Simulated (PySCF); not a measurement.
Species: C₆H₆F₄O.
Z-matrix (Å and degrees, GFN2-xTB geometry), rows numbered from 1:
```
C 
C   1  1.5119
F   2  1.3766  1  109.08
C   2  1.5334  1  118.33  3   131.16
O   4  1.4325  2   91.00  1   113.87
C   5  1.4247  4   93.48  2     4.47
C   6  1.4968  2  116.32  1   127.23
F   7  1.3467  6  114.92  2  -113.99
C   7  1.3293  6  126.28  2    65.15
F   9  1.3211  7  125.17  6   179.68
F   9  1.3198  7  124.09  6     0.49
H   1  1.0858  2  110.33  3  -179.83
H   1  1.0880  2  109.26  3   -59.55
H   1  1.0879  2  109.57  3    59.57
H   4  1.0920  2  114.02  1  -131.60
H   4  1.0910  2  115.93  1    -1.33
H   6  1.0957  2  114.76  1    -0.19
```

Probes without a nucleus sit at each ring's centroid and 1 Å off its mean plane on both sides; NICS is minus the shielding there, NICSzz its component along the normal. Level: GIAO PBE0/pcSseg-1 (PySCF, non-relativistic, gas phase) on the GFN2-xTB geometry, one conformer.

Ring bond lengths (Å), with Mayer bond orders in brackets: C2–C4 1.533 (0.99), C4–O5 1.432 (0.92), O5–C6 1.425 (0.95), C6–C2 1.554 (0.92).

Give the NICS values of each ring in ppm.

```tsv
ring	type	NICS(0)	NICS(1), two faces	NICS(1)zz, two faces	rms pucker (Å)	centre to ring atoms, mean (Å)
C2–C4–O5–C6	4-membered ring with O; formal bonds all single	-1.2	0.9 / -0.3	1.1 / 0.5	0.03	1.05
```

What can be read from them?

- C2–C4–O5–C6: mean NICS(1)zz 0.8 ppm, near zero. C2, C4, C6 have four or more neighbours, so the value isn't read as a sign of a π ring current.

At the second NICS(1) probe listed for ring C2–C4–O5–C6, 1 Å off the ring, how large is the induced field along the normal in 7.05 T applied along it?

NICSzz × B0 = 0.5 ppm × 7.05 T = 4 μT, along the applied field.

What are the shieldings of the ring atoms and their hydrogens in the same run (means over atoms taken as equivalent)?

| atoms | environment | σ isotropic (ppm) |
| --- | --- | --- |
| C2 | sp3 C–F carbon | 90.1 |
| C4 | sp3 carbon bound to oxygen | 103.6 |
| O5 | cyclic ether oxygen | 324.2 |
| C6 | sp3 carbon bound to oxygen | 96.2 |
| H15 | methylene hydrogen | 26.73 |
| H16 | methylene hydrogen | 27.20 |
| H17 | methine hydrogen | 26.62 |

Time: 40 s. Hardware: an Arm Neoverse V2 with one thread, on a shared host. This is the whole shielding run at PBE0/pcSseg-1, SCF included.
